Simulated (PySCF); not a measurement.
**Cadmium: a sound run and one with changed settings**

Sound run: Cd [Kr] 4d10 5s2, Cd⁺ [Kr] 4d10 5s1. All numbers are calculated (PySCF 2.14, scalar relativity through the core potential, in cc-pVDZ-PP with ECP28MDF). In the sound run the correlated levels freeze 4s2 4p6 outside the core potential. The sound run starts from symmetry-adapted Hartree-Fock orbitals and uses a fine grid where one is needed.

Changed run: initial guess atom, at most 50 SCF cycles.

| species | method | sound run (hartree) | changed run (hartree) | converged |
| --- | --- | --- | --- | --- |
| Cd | UHF | -166.83775 | -166.83775 | yes |
| Cd | r2SCAN | -167.78613 | -167.78613 | yes |
| Cd | CCSD(T) | -167.16637 | -167.16638 | yes |
| Cd⁺ | M06-2X | -167.33736 | -167.33736 | yes |
| Cd⁺ | MP2 | -166.85602 | -166.85602 | yes |

Here the plain start reaches the same solutions.
